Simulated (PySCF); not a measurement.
Working out the ionisation energy of Ag

Ag [Kr] 4d10 5s1 (2S) → Ag⁺ [Kr] 4d10 (1S). Computed with PySCF 2.14 in aug-cc-pV5Z-PP with ECP28MDF (8s8p7d5f4g3h2i, 197 functions), with a scalar-relativistic core potential. Frozen: 4s2 4p6. Energies in hartree (1 hartree = 27.21139 eV):

| part | Ag (lower) | Ag⁺ (upper) |
| --- | --- | --- |
| UHF | -146.055776 | -145.821857 |
| MP2 opposite-spin | -0.299963 | -0.274054 |
| MP2 same-spin | -0.161458 | -0.144218 |

**Question.** What does Hartree-Fock give?

**Answer.** (-145.821857) − (-146.055776) = 0.233919 hartree = 6.365 eV.

**Question.** What do MP2 and SCS-MP2 (6/5 opposite-spin, 1/3 same-spin) give?

**Answer.** The opposite-spin parts differ by 0.705 eV and the same-spin parts by 0.469 eV. MP2: 6.365 + (0.705) + (0.469) = 7.539 eV. SCS-MP2: 6.365 + 1.2 × (0.705) + (0.469)/3 = 7.367 eV.

Measured between the centres of the two terms (NIST): 7.576 eV, so MP2 (valence) is off by -0.037 eV.

What remains against the reference includes basis incompleteness, the frozen core and correlation beyond second order.
